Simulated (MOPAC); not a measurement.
MOPAC input (PM3):

```
PM3 PRECISE GNORM=0.05 LET XYZ UHF MS=0.5 GEO-OK AUX(PRECISION=9) THREADS=1
H3GeSi

Si   -1.57618200 1   -0.02765200 1    0.53235000 1
Ge    0.64526000 1    0.05102900 1   -0.21223400 1
H    -1.72713900 1   -1.41593400 1   -0.07183300 1
H     1.60070700 1   -1.13683600 1   -0.49696900 1
H     1.54466100 1    1.30695900 1   -0.09259600 1
```

From the output:

```
                                                       MOPAC v23.2.5 Linux

          FINAL HEAT OF FORMATION =         89.63840 KCAL/MOL =     375.04705 KJ/MOL

          COSMO AREA              =        114.47 SQUARE ANGSTROMS
          COSMO VOLUME            =        106.45 CUBIC ANGSTROMS

          GRADIENT NORM           =          0.03920          =       0.01753 PER ATOM
          IONIZATION POTENTIAL    =          8.515651 EV
          ALPHA SOMO LUMO (EV)    =         -8.516 -2.319
          BETA  SOMO LUMO (EV)    =         -8.521 -2.563
          NO. OF ALPHA ELECTRONS  =          6
          NO. OF BETA  ELECTRONS  =          5
          MOLECULAR WEIGHT        =        103.6992         POINT GROUP:  C1

          MOLECULAR DIMENSIONS (Angstroms)

            Atom       Atom       Distance
            H     5    H     3     4.00023
            H     4   Si     1     2.79011
            H     4    H     3     0.88293

          SCF CALCULATIONS        =         33

   ATOM   CHEMICAL          X               Y               Z
  NUMBER   SYMBOL      (ANGSTROMS)     (ANGSTROMS)     (ANGSTROMS)

     1      Si         -1.49314451  *  -0.12065779  *   0.56990196  *
     2      Ge          0.71898831  *   0.05738391  *  -0.14252749  *
     3       H         -2.12122478  *  -1.03421682  *  -0.44395311  *
     4       H          1.43495990  *  -1.18631558  *  -0.41222963  *
     5       H          1.04046168  *   1.41174610  *  -0.59500900  *

                             CARTESIAN COORDINATES

   1   Si       -1.493144514    -0.120657794     0.569901957
   2   Ge        0.718988306     0.057383908    -0.142527487
   3    H       -2.121224779    -1.034216815    -0.443953111
   4    H        1.434959902    -1.186315584    -0.412229625
   5    H        1.040461680     1.411746100    -0.595008997

           Empirical Formula: H3 Si Ge  =     5 atoms

      MOLECULAR POINT GROUP   :   C1

          ALPHA EIGENVALUES
 -14.78760 -13.53354 -12.77351 -10.83786  -9.60055  -8.51565  -2.31935  -1.14870
   1.16345   1.56239   3.45258

           BETA EIGENVALUES
 -14.65246 -13.46661 -12.64302 -10.36193  -8.52057  -2.56273  -1.85658  -0.95114
   1.21902   1.82074   4.17730

              NET ATOMIC CHARGES AND DIPOLE CONTRIBUTIONS

  ATOM NO.   TYPE          CHARGE      No. of ELECS.   s-Pop       p-Pop
    1         Si           0.380411        3.6196     1.68339     1.93620
    2         Ge           0.088329        3.9117     0.63063     3.28104
    3          H          -0.165885        1.1659     1.16589
    4          H          -0.156928        1.1569     1.15693
    5          H          -0.145926        1.1459     1.14593
 DIPOLE           X         Y         Z       TOTAL
 POINT-CHG.    -2.544     0.533     2.062     3.318
 HYBRID         1.077    -1.048    -2.101     2.583
 SUM           -1.467    -0.515    -0.039     1.555

          ATOMIC ORBITAL ELECTRON POPULATIONS

     Atom    s        px        py        pz
    1 Si   1.68339   0.76174   0.47647   0.69799
    2 Ge   0.63063   1.30718   0.96302   1.01084
    3  H   1.16589
    4  H   1.15693
    5  H   1.14593

                    (SZ)    =    0.500000
                    (S**2)  =    1.105052

          ATOMIC ORBITAL SPIN POPULATIONS

    Atom   Total    s     px     py     pz
         Atomic
    1 Si -0.1193  0.028 -0.052  0.260 -0.356
    2 Ge  1.1594  0.082  0.186  0.079  0.812
    3  H  0.0756  0.076
    4  H -0.0681 -0.068
    5  H -0.0475 -0.047

 **********************
 *                    *
 * JOB ENDED NORMALLY *
 *                    *
 **********************

 == MOPAC DONE ==
```

The geometry given is a B3LYP-D3(BJ)/def2-TZVP minimum.

The determinant is spin-contaminated: <S^2> is 1.11 against 0.75 for a pure state.
